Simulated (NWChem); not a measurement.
System meant: WO₃; SMILES [O]=[W](=[O])=[O]

The following NWChem deck was run.

```
start job
memory heap 200 mb stack 900 mb global 1100 mb
geometry units angstroms noautoz
  W      0.000000     0.000001     0.297724
  O      1.534693    -0.403961    -0.354282
  O     -1.117168    -1.127096    -0.354282
  O     -0.417525     1.531057    -0.354282
end
basis spherical
  W library def2-svp
  O library def2-svp
end
ecp
  W library def2-ecp
end
dft
  xc b3lyp
  iterations 4
  mulliken
end
task dft energy
```

End of the output:

```
    Atom       Charge   Shell Charges
 -----------   ------   -------------------------------------------------------
    1 W   14    13.61   0.00  0.04  1.10  0.79  0.34  0.12  4.90  1.23  0.36  3.33  1.04  0.37
    2 O    8     8.13   1.98  0.98  0.70  2.62  1.83  0.02
    3 O    8     8.13   1.98  0.98  0.70  2.62  1.83  0.02
    4 O    8     8.13   1.98  0.98  0.70  2.62  1.83  0.02

 center of mass
 --------------
 x =  -0.00000000 y =   0.00000000 z =   0.04683250

 moments of inertia (a.u.)
 ------------------
         273.550954307969           0.000000000000          -0.000000000000
           0.000000000000         273.550954307969           0.000000000000
          -0.000000000000           0.000000000000         431.552320185470

     Multipole analysis of the density
     ---------------------------------

     L   x y z        total         alpha         beta         nuclear
     -   - - -        -----         -----         ----         -------
     0   0 0 0     -0.000000    -19.000000    -19.000000     38.000000

     1   1 0 0      0.000000      0.000000      0.000000     -0.000000
     1   0 1 0     -0.000000     -0.000000     -0.000000      0.000000
     1   0 0 1      2.155929     10.130221     10.130221    -18.104513

     2   2 0 0    -32.441092    -70.181752    -70.181752    107.922413
     2   1 1 0      0.000000      0.000000      0.000000      0.000000
     2   1 0 1      0.000000      0.000000      0.000000      0.000000
     2   0 2 0    -32.441092    -70.181752    -70.181752    107.922413
     2   0 1 1      0.000000      0.000000      0.000000      0.000000
     2   0 0 2    -25.549119    -23.798974    -23.798974     22.048830

 ------------------------------------------------------------------------
 dft energy failed                                                                                  0
 ------------------------------------------------------------------------
 ------------------------------------------------------------------------
  current input line :
    21: task dft energy
 ------------------------------------------------------------------------
 ------------------------------------------------------------------------
 This type of error is most commonly associated with calculations not reaching convergence criteria
 ------------------------------------------------------------------------
 For more information see the NWChem manual at https://nwchemgit.github.io

0:dft energy failed:Received an Error in Communication
```

Task: Can this run be used? If not, why, and what is the fix?

Result: Convergence was not reached. Cause: the SCF was allowed too few iterations. This input runs:
```
start job
memory heap 200 mb stack 900 mb global 1100 mb
geometry units angstroms noautoz
  W      0.000000     0.000001     0.297724
  O      1.534693    -0.403961    -0.354282
  O     -1.117168    -1.127096    -0.354282
  O     -0.417525     1.531057    -0.354282
end
basis spherical
  * library def2-svp
end
ecp
  W library def2-ecp
end
dft
  xc b3lyp
  iterations 150
  mulliken
end
task dft energy
```
It converges to -292.67268 Ha (B3LYP/def2-SVP with def2 effective core potentials on W).
